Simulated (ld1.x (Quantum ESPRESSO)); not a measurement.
## Before and after: TM potential for nitrogen

ld1.x (Quantum ESPRESSO) 7.5 input, shortened:

```
&input
   title='N', zed=7., rel=1, dft='BP', iswitch=3,
   config='[He] 2s2 2p2.5 3d-2'
 /
 &inputp
   pseudotype=2, tm=.true., lloc=-1, rcloc=0.75,
   nlcc=.false.
 /
3
2S  1  0   2.00   0.00  0.85  0.85  0.0
2P  2  1   2.50   0.00  2.30  2.30  0.0
3D  3  2  -2.00   0.05  2.40  2.40  0.0
 &test
   configts(1)='2s2 2p2.5'
 /
```

Change: local potential all-electron potential smoothed inside 2.76 bohr (lloc = -1).

Cutoffs: the cutoffs (Ry, on a coarse ladder) from which the occupation-weighted sum of valence levels, in a spherical-Bessel basis at the reference potential, stays within 10 and 1 mRy of its value at 400 Ry; they do not see the model core or the augmentation charge, which bear on the density cutoff. Errors are all-electron minus pseudo energies relative to the spin-unpolarised reference configuration.

Question: Predict the effect on cutoff, ghosts and configuration errors.

Answer: The potential gets neither clearly harder nor softer (55 Ry and 140 Ry → 55 Ry and 140 Ry); of the 7 tests that both files solve, the error grows in 1 and shrinks in 2 by more than 15 % and 0.3 meV (median size 86.3 → 86.5 meV); neither file shows a bound ghost.

```json
{"quantity": "cutoff, loose", "base": "55 Ry", "changed": "55 Ry"}
{"quantity": "cutoff, tight", "base": "140 Ry", "changed": "140 Ry"}
{"quantity": "bound ghosts", "base": "none", "changed": "none"}
{"quantity": "error for 2s2 2p3, meV [ΔE -5.14 eV]", "base": "+11", "changed": "+3.5"}
{"quantity": "error for 2s2 2p2, meV [ΔE 8.54 eV]", "base": "+28", "changed": "+20"}
{"quantity": "error for 2s2 2p1, meV [ΔE 37.46 eV]", "base": "+478", "changed": "+423"}
{"quantity": "error for 2s1 2p4, meV [ΔE 6.37 eV]", "base": "+59", "changed": "+54"}
{"quantity": "error for 2s0 2p5, meV [ΔE 17.90 eV]", "base": "+89", "changed": "+87"}
{"quantity": "error for 2s2 2p0, meV [ΔE 84.57 eV]", "base": "+2143", "changed": "+2084"}
{"quantity": "error for 2s1 2p3, meV [ΔE 20.34 eV]", "base": "-86", "changed": "-100"}
```
